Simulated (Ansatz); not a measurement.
Ideal-gas functions of C2H5NSi, SMILES `C=C1N[SiH2]1` at 400 K and 1 bar, from an Ansatz frequency run at PBE0-D4/def2-TZVP.

Molar mass 71.15 g/mol, point group C1 (symmetry number 1), electronic degeneracy 1, moments of inertia 30.784, 110.461, 134.786 u Å². Harmonic wavenumbers (cm⁻¹, unscaled): 240, 327, 411, 569, 626, 664, 702, 731, 791, 815, 954, 997, 1073, 1195, 1436, 1746, 2246, 2262, 3151, 3253, 3615.

Use S(trans) = R[1.5 ln M + 2.5 ln T − 1.1517]; rotational temperatures θ = 24.2544 K / I; S(rot) = R[ln(√π/σ · √(T³/θAθBθC)) + 1.5]; for each mode x = 1.438777 ν̃/T, S = R[x/(eˣ − 1) − ln(1 − e⁻ˣ)] and H = RT x/(eˣ − 1); 1 cm⁻¹ = 0.0119627 kJ/mol; R = 8.31446 J/(mol·K).

Task: By hand: the entropy, in J/(mol·K).

Result: Translation 168.2. Rotation: θ = 0.7879, 0.2196, 0.1799 K, giving 106.4. Vibration, mode by mode: 9.79, 7.43, 5.78, 3.67, 3.13, 2.81, 2.52, 2.32, 1.96, 1.83, 1.23, 1.08, 0.87, 0.61, 0.29, 0.11, 0.02, 0.02, 0.00, 0.00, 0.00, in all 45.5. Electronic 0.0. Sum 320.1 J/(mol·K).

Task: By hand: H − E and G − E in kJ/mol, counted from the electronic energy.

Result: Zero-point energy ½ × 27804 × 0.0119627 = 166.3; thermal vibration 11.9; translation, rotation and pV give 4 RT = 13.3. H − E = 191.5 kJ/mol, and G − E = 191.5 − 400 × 320.1/1000 = 63.5 kJ/mol.

Vibration gives 14 % of the entropy. The sum counts one conformer and one mirror image; others add a mixing term.
